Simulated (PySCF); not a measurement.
CH9AlO2Si2, triplet, at the geometry of the source list (a higher spin typed on purpose: for a closed-shell molecule this is an excited state); DF-HF/6-31G* run with PySCF.

Input for PySCF:
```python
from pyscf import gto, scf

mol = gto.Mole()
mol.atom = '''
    Al    0.23320000    0.34140000    0.33050000
    C     1.06240000    1.71050000    1.50460000
    H     1.71880000    1.27540000    2.25640000
    H     0.28880000    2.28290000    2.01720000
    H     1.64360000    2.42470000    0.92000000
    O    -0.89230000    0.82120000   -0.81940000
    Si   -1.96860000    1.22190000   -1.97150000
    H    -3.29470000    0.88970000   -1.44550000
    H    -1.65000000    0.45990000   -3.18450000
    H    -1.81570000    2.66310000   -2.18920000
    O     0.60780000   -1.29360000    0.44710000
    Si    0.94690000   -2.88110000    0.51610000
    H    -0.28510000   -3.57150000    0.90400000
    H     1.99350000   -3.05390000    1.52560000
    H     1.41140000   -3.29080000   -0.81140000
'''
mol.basis = '6-31g*'
mol.spin = 2
mol.verbose = 5
mol.build()

mf = scf.UHF(mol)
mf = mf.density_fit(auxbasis='def2-universal-jkfit')
mf.kernel()
mf.analyze()
```

Question: What does PySCF print? Leave out banner, timings and long lists.

Answer: 
```
PySCF version 2.14.0

[INPUT] verbose = 5
[INPUT] max_memory = 4000
[INPUT] num. atoms = 15
[INPUT] num. electrons = 72
[INPUT] charge = 0
[INPUT] spin (= nelec alpha-beta = 2S) = 2
[INPUT] symmetry False subgroup None
[INPUT] Mole.unit = angstrom
[INPUT] Symbol           X                Y                Z      unit          X                Y                Z       unit  Magmom
[...]
[INPUT] ---------------- BASIS SET ----------------
[INPUT] l, kappa, [nprim/nctr], expnt,             c_1 c_2 ...
[INPUT] O
[...]
                                825.23495         0.0139501
                                188.04696         0.0684451
                                52.9645           0.2327143
                                16.89757          0.470193
                                5.7996353         0.3585209
[...]
                                3.5999336         -0.1480263
                                1.0137618         1.130767
[...]
                                3.5999336         0.3397528
                                1.0137618         0.7271586
[...]
[INPUT] H
[...]
                                2.8253937         0.23472695
                                0.6401217         0.81375733
[...]
[INPUT] Al
[...]
                                2098.75           0.0148599
                                477.705           0.0728494
                                134.36            0.24683
                                42.8709           0.487258
                                14.5189           0.323496
[...]
                                57.4419           -0.037408
                                18.2859           -0.114487
                                6.59914           0.115635
                                2.49049           0.612595
                                0.94454           0.393799
[...]
                                0.39759           0.00144583
                                0.160095          1.09279
[...]
                                57.4419           0.033199
                                18.2859           0.136282
                                6.59914           0.330476
                                2.49049           0.449146
                                0.94454           0.265704
[...]
                                0.39759           0.244533
                                0.160095          0.804934
[...]
[INPUT] C
[...]
                                457.36951         0.0140373
[...]
converged SCF energy = -1012.51967561499  <S^2> = 2.0110034  2S+1 = 3.0073267
Total Energy =                       -1012.519675614988046
[...]
spin_pop of  11 Si 2px       0.00000
spin_pop of  11 Si 2py       0.00000
spin_pop of  11 Si 2pz      -0.00000
spin_pop of  11 Si 3px       0.00225
spin_pop of  11 Si 3py       0.03081
spin_pop of  11 Si 3pz       0.00073
spin_pop of  11 Si 4px       0.00006
spin_pop of  11 Si 4py       0.00112
spin_pop of  11 Si 4pz       0.00004
spin_pop of  11 Si 3dxy     -0.00003
spin_pop of  11 Si 3dyz     -0.00005
spin_pop of  11 Si 3dz^2    -0.00000
spin_pop of  11 Si 3dxz     -0.00000
spin_pop of  11 Si 3dx2-y2   -0.00005
spin_pop of  12 H 1s       -0.00062
spin_pop of  12 H 2s        0.00003
spin_pop of  13 H 1s       -0.00129
spin_pop of  13 H 2s        0.00003
spin_pop of  14 H 1s       -0.00046
spin_pop of  14 H 2s        0.00002
 ** Mulliken Spin Density (per atom)  **
spin density of  0 Al =      0.84215
spin density of  1 C =      0.98907
spin density of  2 H =     -0.01423
spin density of  3 H =     -0.00027
spin density of  4 H =      0.00197
spin density of  5 O =      0.05138
spin density of  6 Si =      0.03516
spin density of  7 H =     -0.00077
spin density of  8 H =      0.00001
spin density of  9 H =     -0.00108
spin density of  10 O =      0.06135
spin density of  11 Si =      0.03756
spin density of  12 H =     -0.00059
spin density of  13 H =     -0.00126
spin density of  14 H =     -0.00044
 ** Mulliken pop alpha/beta on meta-lowdin orthogonal AOs **
 ** Mulliken pop       alpha | beta **
In total            37.00000 | 35.00000
 ** Mulliken atomic charges   ( Nelec_alpha | Nelec_beta ) **
charge of  0Al =      0.85843  (     6.49186      5.64971 )
charge of  1C =     -0.33431  (     3.66169      2.67262 )
charge of  2H =      0.16193  (     0.41192      0.42615 )
charge of  3H =      0.15167  (     0.42403      0.42430 )
charge of  4H =      0.14794  (     0.42702      0.42504 )
charge of  5O =     -0.91846  (     4.48492      4.43354 )
charge of  6Si =      0.89639  (     6.56938      6.53423 )
charge of  7H =     -0.15389  (     0.57656      0.57733 )
charge of  8H =     -0.15221  (     0.57611      0.57610 )
charge of  9H =     -0.15952  (     0.57922      0.58030 )
charge of  10O =     -0.92310  (     4.49222      4.43088 )
charge of  11Si =      0.89623  (     6.57066      6.53310 )
charge of  12H =     -0.15533  (     0.57737      0.57796 )
charge of  13H =     -0.16066  (     0.57970      0.58096 )
charge of  14H =     -0.15512  (     0.57734      0.57778 )
Dipole moment(X, Y, Z, Debye):  1.63323,  3.02743,  2.24174
```
